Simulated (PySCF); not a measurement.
# Partial charges of `C#CCP(CC)c1ccco1`

C₉H₁₁OP.
Cartesian coordinates in Å at the GFN2-xTB level; atoms count from 1:
```xyz
22
C9H11OP angstrom
C     -3.144    2.453    1.445
C     -2.051    1.964    1.474
C     -0.745    1.355    1.490
P     -0.827   -0.387    0.793
C     -1.171    0.097   -0.977
C     -1.148   -1.117   -1.895
C      0.968   -0.638    0.640
C      1.734   -1.734    0.928
C      3.064   -1.385    0.601
C      3.011   -0.106    0.142
O      1.753    0.356    0.159
H     -4.095    2.894    1.428
H     -0.040    1.950    0.901
H     -0.384    1.282    2.521
H     -0.439    0.843   -1.301
H     -2.162    0.561   -0.986
H     -0.171   -1.597   -1.872
H     -1.892   -1.846   -1.582
H     -1.363   -0.823   -2.921
H      1.382   -2.666    1.320
H      3.938   -1.998    0.696
H      3.773    0.561   -0.213
```

Density: PBE0/pcSseg-1 (PySCF); schemes: Mulliken, IAO, Hirshfeld and ESP-fitted. Geometry: GFN2-xTB, one conformer, isolated molecule.

Q: Atoms with like bonding are taken together and averaged. Which atoms carry the highest charge in the Mulliken, IAO, Hirshfeld and ESP-fitted schemes?

A: The schemes don't all agree: Mulliken P4 (+0.482); IAO P4 (+0.519); Hirshfeld P4 (+0.165); ESP-fitted C5 (+0.345).

Q: For which atoms does the sign change between the 4 schemes (beyond +0.03 e in one, beyond −0.03 e in another)?

A: C2, C3, P4, C5, C7 and C10. Atomic charges aren't observables, and each scheme defines them in its own way.

Q: Which atoms carry the lowest charge in the Mulliken, IAO, Hirshfeld and ESP-fitted schemes?

A: The schemes don't all agree: Mulliken C5 (-0.458); IAO C3 (-0.451); Hirshfeld C1 (-0.126); ESP-fitted C6 (-0.473).

Q: Give the atomic charges in each scheme.

A: In e; atoms taken as equivalent share a row and are averaged (×n: the atom named and its like, n in all):

| atom | environment | Mulliken | IAO | Hirshfeld | ESP-fitted |
| --- | --- | --- | --- | --- | --- |
| C1 | terminal alkyne carbon | -0.381 | -0.261 | -0.126 | -0.424 |
| C2 | alkyne carbon | +0.177 | -0.024 | -0.043 | -0.076 |
| C3 | sp3 carbon bound to phosphorus | -0.334 | -0.451 | -0.103 | +0.153 |
| P4 | phosphine phosphorus | +0.482 | +0.519 | +0.165 | -0.321 |
| C5 | sp3 carbon bound to phosphorus | -0.458 | -0.429 | -0.114 | +0.345 |
| C6 | methyl carbon | -0.259 | -0.416 | -0.122 | -0.473 |
| C7 | substituted aromatic carbon | -0.088 | -0.066 | -0.002 | +0.205 |
| C8 | aromatic CH carbon | -0.132 | -0.204 | -0.082 | -0.255 |
| C9 | aromatic CH carbon | -0.159 | -0.226 | -0.089 | -0.181 |
| C10 | aromatic CH next to a ring oxygen | +0.162 | +0.010 | +0.012 | -0.234 |
| O11 | furan-type oxygen | -0.374 | -0.234 | -0.047 | -0.033 |
| H12 | alkyne hydrogen | +0.038 | +0.200 | +0.089 | +0.301 |
| H13/H14 | methylene hydrogen | +0.185 | +0.175 | +0.051 | +0.042 |
| H15/H16 | methylene hydrogen | +0.155 | +0.145 | +0.034 | -0.012 |
| H17/H18/H19 | methyl hydrogen | +0.123 | +0.143 | +0.037 | +0.118 |
| H20 | aromatic hydrogen | +0.083 | +0.172 | +0.059 | +0.183 |
| H21 | aromatic hydrogen | +0.094 | +0.169 | +0.058 | +0.181 |
| H22 | aromatic hydrogen | +0.102 | +0.173 | +0.065 | +0.215 |

Mean size of the charges over all atoms: IAO 0.210 e, Mulliken 0.199 e, ESP-fitted 0.186 e, Hirshfeld 0.066 e. Each set sums to the total charge, 0, to within 0.001 e. The IAO scheme projects the occupied orbitals on a minimal set of polarised atomic orbitals and counts the electrons in each atom's part of it.

Some averages cover members that differ in this geometry: H13/H14, ESP-fitted -0.007 to +0.090; H15/H16, ESP-fitted -0.048 to +0.024; H17/H18/H19, ESP-fitted +0.095 to +0.136 e.

Q: How closely do the schemes follow one another over all atoms?

A: Correlation coefficient and root-mean-square difference: IAO with Hirshfeld 0.97, 0.173 e; Mulliken with IAO 0.93, 0.094 e; Mulliken with Hirshfeld 0.87, 0.171 e; Hirshfeld with ESP-fitted 0.32, 0.213 e; IAO with ESP-fitted 0.19, 0.300 e; Mulliken with ESP-fitted 0.04, 0.318 e.

Q: Sum the charges by element, for elements with more than one atom.

A: 
```
element  atoms  Mulliken     IAO  Hirshfeld  ESP-fitted
      C      9    -1.474  -2.067     -0.670      -0.939
      H     11    +1.365  +1.781     +0.552      +1.293
```

These values come from a run that also computed NMR shieldings. Hardware: one thread of an Arm Neoverse V1, no GPU, shared host. Cost: 79 s wall (with the writing of density and orbital grids), 1.2 GiB resident at most.
